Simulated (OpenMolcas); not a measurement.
# O: effect of the active space

| Item | Value |
| --- | --- |
| Program | OpenMolcas 26.06 |
| Method | CASSCF |
| Basis | ANO-RCC-MB |
| Scalar Hamiltonian | DKH3, point nucleus |
| Spin-orbit coupling | RASSI with atomic mean-field integrals over the reference wave functions, term energies averaged over their components |

A. 4 electrons in 3 orbitals (2p); 2S+1 = 3 even, 3 roots; 2S+1 = 1 even, 6 roots; cost of the order of 1.4 core-seconds
B. 6 electrons in 4 orbitals (2s 2p); 2S+1 = 3 even, 3 roots; 2S+1 = 1 even, 6 roots; cost about 6 core-seconds

Energies in eV above 2s2 2p4 3P2, the measured ground level; measured values from NIST Handbook of Basic Atomic Spectroscopic Data.

| Level | A | B | Measured |
| --- | --- | --- | --- |
| 2s2 2p4 3P2 | 0.0000 | 0.0000 | 0.0000 |
| 2s2 2p4 3P1 | 0.0184 | 0.0184 | 0.0196 |
| 2s2 2p4 3P0 | 0.0275 | 0.0275 | 0.0281 |
| 2s2 2p4 1D2 | 2.1639 | 2.1639 | 1.9674 |
| 2s2 2p4 1S0 | 5.3958 | 3.9386 | 4.1897 |

Deviations, from unrounded energies. A percentage is the sum of absolute deviations over the sum of measured energies, with the sign that they share, or ± where signs differ.

```tsv
Against measurement	Levels	A	B
mean absolute deviation (cm-1)	4	2800	910
fine structure of the ground term (%)	2	-3.8	-3.9
other terms of the ground configuration (%)	2	+22.8	±7.3
```

B lies closest to measurement on these levels. The largest miss of B in the table is 2s2 2p4 1S0, by -2000 cm-1. The ranking rests on the paired levels alone, and a cruder setting can come out closer through cancelling errors.

Between A and B the level of the table that moves most is 2s2 2p4 1S0, by 12000 cm-1 (lowest in B, highest in A).

Without dynamic correlation excited terms often stand tens of per cent too high (terms of higher spin than the ground term too low), and those without a measured partner can miss by more than the paired ones. With the s shell closed, the reference lacks s² → p² mixing (holds for A). Measured partners are found by configuration, term and J. A level has none where our copy of the source lacks it or the pairing is in doubt (some pairs that miss far off the trend of their configuration count as doubtful), and it then counts in no deviation. Only configurations of the active space appear.
